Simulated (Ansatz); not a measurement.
CH₅FN₂OSi, SMILES `N[Si@@H]1N[C@@]1(O)F`, relaxed with RKS PBE0-D4/def2-TZVP in Ansatz 0.2.0 from a PBE-D4/def2-SVP geometry. The force threshold is 0.005 eV/Å; the program also tests the step.

The species carries charge 0 and has multiplicity 1.

Start:

```xyz
11

N     1.359   -0.300    1.614
Si    0.527    0.616    0.418
N    -1.153    0.328    0.170
C    -0.475    0.017   -1.057
O    -0.490   -1.277   -1.536
F    -0.826    0.882   -2.105
H     2.283   -0.015    1.940
H     1.200   -1.304    1.718
H     1.105    1.998    0.452
H    -2.156    0.485    0.318
H    -1.375   -1.431   -1.932
```

Task: How much energy does the relaxation release, and in how many steps? (Best estimate.)

Result: Ansatz gave: 0.08 eV, in 13 steps, 2 of them rejected.

Task: Which bonds change most? (Best estimate.)

Result: The calculation gave: Si2–C4 from 1.881 to 1.848 Å; N1–Si2 from 1.720 to 1.689 Å; Si2–N3 from 1.723 to 1.692 Å; Si2–H9 from 1.499 to 1.479 Å.

Task: Give the relaxed structure. (Best estimate.)

Result: The calculation gave: 
```xyz
11

N     1.367   -0.314    1.555
Si    0.507    0.596    0.422
N    -1.140    0.289    0.180
C    -0.452    0.011   -1.046
O    -0.485   -1.258   -1.556
F    -0.806    0.895   -2.058
H     2.234    0.011    1.947
H     1.208   -1.297    1.699
H     1.058    1.968    0.446
H    -2.112    0.540    0.282
H    -1.380   -1.441   -1.871
```
